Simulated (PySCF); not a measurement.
A calculation to check before its numbers are used.

A geometry optimisation on CH3Cl3Zr, SMILES `[CH3][Zr]([Cl])([Cl])[Cl]` (singlet state). Theory: PBE0-D3(BJ)/def2-SVP geometry optimisation, gas phase, def2 core potentials past Kr in PySCF 2.14.0.

Driver input (Å, GFN2-xTB start):

```
{"job": {"xc": "PBE0", "basis": "def2-SVP", "d3": "d3bj", "grid": 1, "maxiter": 40, "kind": "geom"}, "charge": 0, "multiplicity": 1}
Zr    -0.0010     0.0012    -0.9458
C      0.0005    -0.0032     1.2608
H     -1.0234     0.0610     1.6706
H      0.5707     0.8507     1.6683
H      0.4576    -0.9252     1.6625
Cl     2.1156    -0.0115    -1.7731
Cl    -1.0452     1.8464    -1.7673
Cl    -1.0749    -1.8194    -1.7761
```

Output:

```
step   0  E = -1466.83553719  max force = 0.020383
step   1  E = -1466.83997596  max force = 0.008163
step   2  E = -1466.84070313  max force = 0.006544
step   3  E = -1466.84145897  max force = 0.002290
step   4  E = -1466.84160513  max force = 0.001552
step   5  E = -1466.84160564  max force = 0.001453
step   6  E = -1466.84168038  max force = 0.001434
step   7  E = -1466.84173611  max force = 0.001596
step   8  E = -1466.84176262  max force = 0.001593
step   9  E = -1466.84178346  max force = 0.001647
step  10  E = -1466.84181115  max force = 0.001443
step  11  E = -1466.84182026  max force = 0.001330
step  12  E = -1466.84182709  max force = 0.001272
step  13  E = -1466.84183264  max force = 0.001242
step  14  E = -1466.84183787  max force = 0.001201
step  15  E = -1466.84184269  max force = 0.001155
step  16  E = -1466.84184705  max force = 0.001105
step  17  E = -1466.84185095  max force = 0.001051
step  18  E = -1466.84185440  max force = 0.000993
step  19  E = -1466.84185739  max force = 0.000932
step  20  E = -1466.84185993  max force = 0.000867
step  21  E = -1466.84186200  max force = 0.000800
step  22  E = -1466.84186362  max force = 0.000824
step  23  E = -1466.84186420  max force = 0.000852
step  24  E = -1466.84186446  max force = 0.000870
step  25  E = -1466.84186458  max force = 0.000873
step  26  E = -1466.84186464  max force = 0.000879
step  27  E = -1466.84186471  max force = 0.000884
step  28  E = -1466.84186477  max force = 0.000887
step  29  E = -1466.84186483  max force = 0.000892
step  30  E = -1466.84186489  max force = 0.000895
step  31  E = -1466.84186495  max force = 0.000900
step  32  E = -1466.84186500  max force = 0.000905
step  33  E = -1466.84186505  max force = 0.000910
step  34  E = -1466.84186510  max force = 0.000911
step  35  E = -1466.84186515  max force = 0.000917
step  36  E = -1466.84186519  max force = 0.000922
step  37  E = -1466.84186524  max force = 0.000925
step  38  E = -1466.84186528  max force = 0.000931
step  39  E = -1466.84186532  max force = 0.000932
step  40  E = -1466.84186536  max force = 0.000938
optimisation not converged
```

Energies are in Eh and forces in Eh/bohr.

Task: Which diagnosis fits best?
A. step limit reached with the energy going up and down
B. step limit reached with the energy nearly constant
C. step limit reached while the energy was still falling

Result: B. After 41 gradient evaluations the largest force component was 0.00094 Eh/bohr against a threshold of 0.00045, and over the last 5 steps the energy changed by 0.000 kcal/mol in all, within a range of 0.000 kcal/mol, the last step by 0.000 kcal/mol. The energy rose in none of the 40 steps.

Task: What would you do next?

Result: Restart from the last geometry, if need be with a computed Hessian or a finer grid, and confirm the end point by frequencies.

The run took 4.4 min of wall time on Arm Neoverse V1, one thread (shared host).
